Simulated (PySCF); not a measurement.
Low-lying terms of Si(2+) (silicon, charge +2)

Ground state [Ne] 3s2, ¹S. Calculation: PySCF 2.14, in aug-cc-pV(D+d)Z with two added diffuse shells each of s, p, d type (7s6p5d, 50 functions); no relativity, point nucleus. Vertical excitation energies in eV without spin-orbit coupling; excited terms of each kind are numbered among those the solver found. Frozen: [He] 2s2.

| term | leading excitation | EOM-EE-CCSD |
| --- | --- | --- |
| 1 3P° | 3s → p | 6.501 |
| 1 1P° | 3s → p | 10.423 |
| 1 3D | 3s → d | 18.061 |
| 1 3S | 3s → s | 19.075 |
| 1 1S | 3s → s | 19.761 |
| 1 1D | 3s → d | 21.126 |
| 2 3P° | 3s → p | 21.777 |
| 2 1P° | 3s → p | 21.981 |
| 2 3D | 3s → d | 25.148 |
| 2 1D | 3s → d | 25.590 |

Only the lower part of the computed list is shown. Doubly excited terms such as np² are absent. The solver can miss terms. Rydberg members are limited by the diffuse functions of the basis.
